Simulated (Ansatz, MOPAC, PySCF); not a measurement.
The same groups moved round the core (propene formyl). Isolated molecules, 0 K electronic values unless said otherwise. One relaxed conformer stands for each flexible species; it need not be the lowest. Strings in code marks are SMILES.

Quantity: electronic energy of isomers of C4H6O relative to `C=C(C)C=O` (C–C–C–O torsion 180°), in kcal/mol. The restricted reference of `C=C(C)C=O`, `C/C=C/C=O` and `C/C=C\C=O` is unstable towards unrestricted orbitals. Semi-empirical values (MOPAC) are differences of heats of formation.

Level 1: frozen-core MP2/6-31G* // B3LYP-D3(BJ)/def2-TZVP (PySCF)
Level 2: HF/6-31G* // B3LYP-D3(BJ)/def2-TZVP (PySCF)
Level 3: HF/cc-pVTZ // B3LYP-D3(BJ)/def2-TZVP (Ansatz, a first-principles code)
Level 4: PM6 // B3LYP-D3(BJ)/def2-TZVP (MOPAC)

```json
[
 {"species": "`C/C=C\\C=O` (C–C–C–O torsion 1°)", "level 1": "3.83", "level 2": "3.21", "level 3": "4.00", "level 4": "-2.41"},
 {"species": "`C/C=C/C=O` (C–C–C–O torsion 0°)", "level 1": "1.91", "level 2": "0.81", "level 3": "1.55", "level 4": "-3.26"},
 {"species": "`C=CCC=O` (C–C–C–C torsion -120°, C–C–C–O torsion 131°)", "level 1": "8.66", "level 2": "6.98", "level 3": "6.21", "level 4": "1.40"}
]
```
